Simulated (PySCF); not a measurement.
Molecule: SMILES [Si](OC)(C)(OC)OC, C$_{4}$H$_{12}$O$_{3}$Si.

Geometry:
```json
{"atom": "C1", "x (Å)": "-2.306", "y (Å)": "1.412", "z (Å)": "-0.186"}
{"atom": "O2", "x (Å)": "-1.506", "y (Å)": "0.327", "z (Å)": "-0.560"}
{"atom": "Si3", "x (Å)": "-0.041", "y (Å)": "-0.069", "z (Å)": "0.088"}
{"atom": "C4", "x (Å)": "-0.228", "y (Å)": "-0.784", "z (Å)": "1.794"}
{"atom": "O5", "x (Å)": "0.686", "y (Å)": "-1.141", "z (Å)": "-0.934"}
{"atom": "C6", "x (Å)": "0.123", "y (Å)": "-2.325", "z (Å)": "-1.420"}
{"atom": "O7", "x (Å)": "0.878", "y (Å)": "1.302", "z (Å)": "0.106"}
{"atom": "C8", "x (Å)": "2.258", "y (Å)": "1.364", "z (Å)": "0.323"}
{"atom": "H9", "x (Å)": "-1.758", "y (Å)": "2.367", "z (Å)": "-0.261"}
{"atom": "H10", "x (Å)": "-3.178", "y (Å)": "1.460", "z (Å)": "-0.857"}
{"atom": "H11", "x (Å)": "-2.684", "y (Å)": "1.314", "z (Å)": "0.849"}
{"atom": "H12", "x (Å)": "0.750", "y (Å)": "-1.048", "z (Å)": "2.226"}
{"atom": "H13", "x (Å)": "-0.844", "y (Å)": "-1.697", "z (Å)": "1.775"}
{"atom": "H14", "x (Å)": "-0.715", "y (Å)": "-0.067", "z (Å)": "2.474"}
{"atom": "H15", "x (Å)": "-0.822", "y (Å)": "-2.136", "z (Å)": "-1.959"}
{"atom": "H16", "x (Å)": "0.831", "y (Å)": "-2.796", "z (Å)": "-2.120"}
{"atom": "H17", "x (Å)": "-0.083", "y (Å)": "-3.052", "z (Å)": "-0.612"}
{"atom": "H18", "x (Å)": "2.812", "y (Å)": "0.727", "z (Å)": "-0.389"}
{"atom": "H19", "x (Å)": "2.595", "y (Å)": "2.403", "z (Å)": "0.189"}
{"atom": "H20", "x (Å)": "2.534", "y (Å)": "1.051", "z (Å)": "1.348"}
```

Geometry PBE0-D3(BJ)/def2-SVP throughout; GIAO in PySCF 2.14, gas phase, one conformer, non-relativistic; equivalent atoms averaged; basis pcSseg-1.

For orientation, B3LYP gives these absolute shieldings σ: C1/C6/C8 127.3, C4 190.9, O2/O5/O7 299.6, Si3 383.5, H9/H10/H11/H15/H16/H17/H18/H19/H20 27.79, H12/H13/H14 31.48 ppm.

A run gave: C1/C6/C8 127.2, C4 192.4, O2/O5/O7 291.1, Si3 376.6, H9/H10/H11/H15/H16/H17/H18/H19/H20 27.53, H12/H13/H14 31.31 ppm (absolute shieldings σ).

Q: Which functional was used in that run?
A. PBE0
B. BLYP
C. WP04
D. PBE
E. mPW1PW91

A: D. C1/C6/C8 tells them apart best: PBE gives 127.2, PBE0 gives 133.2, mPW1PW91 gives 132.3, WP04 gives 119.1, BLYP gives 121.9 ppm.
